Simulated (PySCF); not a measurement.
C5H9Cl, SMILES CCC/C=C\Cl. Atoms are numbered in the order given.

```xyz
15

C     -3.1651     0.1810     0.0523
C     -1.8952    -0.6199    -0.2346
C     -0.7211     0.2640    -0.6953
C      0.5160    -0.5186    -1.0136
C      1.6887    -0.4893    -0.3552
Cl     2.0088     0.5271     1.0264
H     -2.9928     0.9373     0.8462
H     -3.5126     0.7250    -0.8510
H     -3.9937    -0.4742     0.3883
H     -2.1013    -1.3912    -1.0095
H     -1.5833    -1.1796     0.6735
H     -0.4912     1.0178     0.0861
H     -1.0361     0.8301    -1.6016
H      0.4671    -1.2235    -1.8632
H      2.5538    -1.1069    -0.6385
```
Charge 0, spin multiplicity 1.

The structure is a stationary point at PBE-D3(BJ)/def2-SVP. One conformer was computed; it need not be the lowest.

All values below come from PySCF with PBE-D3(BJ)/def2-SVP.

Frequencies are harmonic and unscaled.

| mode | ν (cm⁻¹) | IR (km/mol) | moving atoms (share of kinetic energy) |
|---|---|---|---|
| 1 | 27 | 0.2 | C 45 %, H 31 %, Cl 24 % |
| 2 | 86 | 0.1 | C 47 %, H 43 %, Cl 10 % |
| 3 | 181 | 1.1 | C 63 %, H 29 % |
| 4 | 225 | 0.6 | C 43 %, H 35 %, Cl 22 % |
| 5 | 252 | 0.1 | H 81 %, C 15 % |
| 6 | 356 | 0.9 | C 69 %, H 30 % |
| 7 | 481 | 0.3 | C 72 %, H 26 % |
| 8 | 557 | 1.1 | C 60 %, H 22 %, Cl 18 % |
| 9 | 698 | 39.6 | H 74 %, C 25 % |
| 10 | 731 | 21.4 | H 79 %, C 17 % |
| 11 | 750 | 28.6 | C 57 %, H 28 %, Cl 15 % |
| 12 | 852 | 5.4 | H 73 %, C 27 % |
| 13 | 883 | 8.4 | H 58 %, C 42 % |
| 14 | 909 | 0.3 | H 79 %, C 21 % |
| 15 | 990 | 10.8 | C 56 %, H 43 % |
| 16 | 1046 | 1.3 | C 59 %, H 41 % |
| 17 | 1076 | 2.0 | C 56 %, H 44 % |
| 18 | 1083 | 0.7 | H 61 %, C 39 % |
| 19 | 1181 | 1.3 | H 74 %, C 25 % |
| 20 | 1221 | 2.1 | H 78 %, C 22 % |
| 21 | 1235 | 5.1 | H 78 %, C 22 % |
| 22 | 1271 | 0.4 | H 92 %, C 8 % |
| 23 | 1297 | 18.4 | H 71 %, C 28 % |
| 24 | 1333 | 8.5 | H 64 %, C 36 % |
| 25 | 1350 | 2.6 | H 71 %, C 29 % |
| 26 | 1404 | 1.4 | H 91 %, C 9 % |
| 27 | 1417 | 1.1 | H 95 % |
| 28 | 1420 | 7.5 | H 97 % |
| 29 | 1431 | 5.2 | H 92 % |
| 30 | 1656 | 18.7 | C 94 % |
| 31 | 2951 | 12.7 | H 94 % |
| 32 | 2964 | 16.3 | H 95 % |
| 33 | 2966 | 42.8 | H 96 % |
| 34 | 3006 | 6.2 | H 91 %, C 9 % |
| 35 | 3028 | 8.2 | H 91 %, C 9 % |
| 36 | 3051 | 34.0 | H 91 %, C 9 % |
| 37 | 3061 | 22.7 | H 91 %, C 9 % |
| 38 | 3078 | 6.7 | H 92 % |
| 39 | 3144 | 5.4 | H 91 %, C 9 % |
